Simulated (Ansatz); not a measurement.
Total energies of Te₄As⁺ from Ansatz at r2SCAN-D4/def2-TZVP, gas phase (1 Eh = 27.2114 eV = 2625.5 kJ/mol). The reference geometry is relaxed at PBE-D4/def2-SVP.

Cartesian coordinates in Å:
```
As 0.382 0.817 1.390
Te 1.034 1.720 -1.030
Te -2.125 -0.036 1.247
Te -0.039 -1.686 0.478
Te 0.748 -0.814 -2.084
```

```csv
state,geometry,energy (Eh)
charge 1 singlet,reference,-3308.27523
charge 0 doublet,reference,-3308.50580
charge 1 triplet,relaxed at PBE-D4/def2-SVP,-3308.26435
charge 1 quintet,relaxed at PBE-D4/def2-SVP,-3308.22388
```

In the def2 sets Te takes a core potential; there is no spin–orbit coupling.

Question: Work out the vertical electron affinity, to the doublet.

Answer: E(charge 1 singlet) − E(charge 0 doublet) = -3308.27523 − (-3308.50580) = 0.23057 Eh = 6.27 eV.

Question: Which of the charge 1 states is lowest, and how far above it are the others?

Answer: The singlet. triplet: -3308.26435 − (-3308.27523) = 0.01088 Eh = 28.6 kJ/mol; quintet: -3308.22388 − (-3308.27523) = 0.05135 Eh = 134.8 kJ/mol. The quintet differs in its bonds from the reference.

The structure comes from a short search, and lower isomers may exist.
